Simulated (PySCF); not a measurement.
Si(SiH3)2 (H6Si3), SMILES [SiH3][Si][SiH3] (connectivity only; charge and spin as stated), neutral, multiplicity 1.

Geometry: B3LYP-D3(BJ)/def2-SVP.

The numbers are results of TDDFT-LC-ωPBE/def2-SVPD (PySCF), not measurements.

Vertical excitations.  State labels are in the subgroup C2.

```
state  symmetry  energy (eV)  λ (nm)      f                                                              main pairs
-----  --------  -----------  ------  -----  ----------------------------------------------------------------------
S1            B         1.67     744  0.002                                                         HOMO→LUMO 101 %
S2            A         2.81     441  0.000                                                        HOMO−1→LUMO 98 %
S3            B         6.07     204  0.140                                                        HOMO→LUMO+1 78 %
S4            A         6.17     201  0.122                     HOMO→LUMO+3 52 %, HOMO→LUMO+2 32 %, HOMO→LUMO+4 8 %
S5            A         6.32     196  0.009  HOMO→LUMO+2 50 %, HOMO→LUMO+5 17 %, HOMO→LUMO+4 15 %, HOMO→LUMO+3 11 %
S6            A         6.51     190  0.001                                                        HOMO−2→LUMO 93 %
S7            B         6.60     188  0.044                                                        HOMO−3→LUMO 92 %
S8            A         6.71     185  0.050                  HOMO→LUMO+4 45 %, HOMO−1→LUMO+1 26 %, HOMO→LUMO+5 16 %
S9            A         6.95     178  0.002                                                        HOMO−4→LUMO 82 %
S10           B         7.05     176  0.000                                                        HOMO−5→LUMO 83 %
T1            B         0.60    2050      0                                                          HOMO→LUMO 96 %
T2            A         2.10     589      0                                                        HOMO−1→LUMO 96 %
T3            B         4.68     265      0                                                        HOMO→LUMO+1 75 %
T4            A         5.53     224      0                  HOMO→LUMO+3 47 %, HOMO→LUMO+2 16 %, HOMO−1→LUMO+1 15 %
```
Triplets are in the Tamm–Dancoff approximation, which puts them higher than full response would, so one can lie above its singlet here.
